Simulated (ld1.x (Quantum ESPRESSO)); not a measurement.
## Zn (Z = 30): one change to a TM potential, before and after

Zn, norm-conserving Troullier–Martins (Kleinman–Bylander form), made with ld1.x (Quantum ESPRESSO) 7.5 (revPBE, scalar-relativistic). Core [Ne], reference 3s2 3p6 3d10 4s0 4p0 (charge +2). Waves: 3s (bound): rc 0.85 bohr; 3p (bound): rc 1.00 bohr; 3d (bound): rc 1.15 bohr. Local part: the d channel. Core correction: a·sin(br)/r model core inside 0.40 bohr.

Change: all radii but the core radius scaled by about 1.37 (s 1.16, p 1.38, d 1.58 bohr).

Cutoffs: the cutoffs (Ry, on a coarse ladder) from which the occupation-weighted sum of valence levels, in a spherical-Bessel basis at the reference potential, stays within 10 and 1 mRy of its value at 400 Ry; they do not see the model core or the augmentation charge, which bear on the density cutoff. Errors are all-electron minus pseudo energies relative to the spin-unpolarised reference configuration.

Predict the effect on cutoff, ghosts and configuration errors.

Of the 7 tests that both files solve, the error grows in 7 and shrinks in 0 by more than 15 % and 0.3 meV (median size 150.0 → 887.7 meV); neither file shows a bound ghost at the reference potential, the only one tested. More of the atom is replaced by a form fitted at one configuration, so other configurations suffer.

```csv
quantity,base,changed
"cutoff, loose",230 Ry,140 Ry
"cutoff, tight",over 300 Ry,200 Ry
loose cutoff by channel (10 mRy a level),"s 180 Ry, p 90 Ry, d 160 Ry","s 60 Ry, p 80 Ry, d 100 Ry"
bound ghosts,none,none
"error for 3s2 3p6 3d10 4s2 4p0, meV [ΔE -28.04 eV]",+23,+1115
"error for 3s2 3p6 3d10 4s1 4p0, meV [ΔE -18.26 eV]",+29,+888
"error for 3s2 3p6 3d9 4s0 4p0, meV [ΔE 40.41 eV]",-38,-83
"error for 3s2 3p5 3d10 4s2 4p0, meV [ΔE 63.97 eV]",+150,+3309
"error for 3s2 3p6 3d10 4s0 4p2, meV [ΔE -17.55 eV]",-208,-876
"error for 3s2 3p6 3d10 4s0 4p1, meV [ΔE -11.98 eV]",-157,-655
"error for 3s2 3p6 3d9 4s2 4p0, meV [ΔE -10.21 eV]",+194,+2961
```

Changed file: These tests converged, but a pseudo level misses the all-electron one widely, so the file describes the atom poorly there or has found another state: 3s2 3p6 3d9 4s0 4p0: empty 4s by 3.6 eV; 3s2 3p5 3d10 4s2 4p0: 3d by 2.7 eV; 3s2 3p6 3d9 4s2 4p0: 3d by 2.6 eV.
